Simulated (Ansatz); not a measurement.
Relaxation of AlFH4O2S (9 atoms, charge 0, multiplicity 1), to a largest force component of 0.03 eV/Å in at most 50 steps.

Computed with Ansatz 0.2.0, RKS PBE-D4/def2-SVP.

```xyz
9
Properties=species:S:1:pos:R:3:forces:R:3
Al -0.045 0.564 -0.201 -0.04 0.29 0.53
F -0.205 -0.282 2.545 0.04 -0.40 -0.35
O 1.525 -0.014 -0.562 0.01 -0.01 0.00
H 1.725 -0.861 -0.988 0.00 0.00 0.00
O -1.576 -0.007 -0.700 0.01 0.00 0.00
H -1.775 -0.901 -1.012 0.00 0.00 0.00
S -0.076 2.557 0.835 -0.01 -0.53 -0.06
H 1.288 2.584 0.863 0.00 0.00 0.00
H -0.231 0.653 2.588 0.00 0.66 -0.12
```

Question: Where does it end, and by what steps?

Answer: The forces met the threshold. After 31 steps the energy has fallen by 1.001 eV; H9 moved furthest, 1.38 Å. Parted: F2–H9 (0.94 → 2.87 Å). Joined: Al1–F2 (2.88 → 1.69 Å), S7–H9 (2.59 → 1.36 Å).

| step | energy less start (eV) | largest force component (eV/Å) | accepted |
| --- | --- | --- | --- |
| 0 | 0.0000 | 0.656 | yes |
| 2 | -0.3391 | 0.561 | yes |
| 4 | -0.4707 | 0.344 | yes |
| 6 | -0.5019 | 0.196 | yes |
| 8 | -0.5305 | 1.145 | yes |
| 10 | -0.6737 | 1.714 | yes |
| 12 | -0.8538 | 1.218 | yes |
| 14 | -0.8894 | 0.504 | no |
| 16 | -0.9278 | 0.168 | yes |
| 18 | -0.9406 | 0.328 | yes |
| 20 | -0.9670 | 0.335 | yes |
| 22 | -0.9778 | 0.092 | yes |
| 24 | -0.9844 | 0.078 | yes |
| 26 | -0.9949 | 0.145 | yes |
| 28 | -0.9985 | 0.209 | yes |
| 30 | -1.0007 | 0.073 | yes |
| 31 | -1.0011 | 0.020 | yes |

```xyz
9
Properties=species:S:1:pos:R:3
Al -0.154 -0.088 0.308
F -0.405 -0.825 1.808
O 1.497 0.218 -0.172
H 1.939 -0.308 -0.858
O -1.305 -0.316 -0.951
H -2.189 -0.655 -0.741
S -0.125 2.320 1.092
H 1.112 2.025 0.544
H 0.259 1.921 2.338
```

Whether the end is a true minimum wasn't checked by a vibrational analysis.

Run time: 54 s on 2 threads of Arm Neoverse V2, on a shared host, peak memory 0.15 GiB.
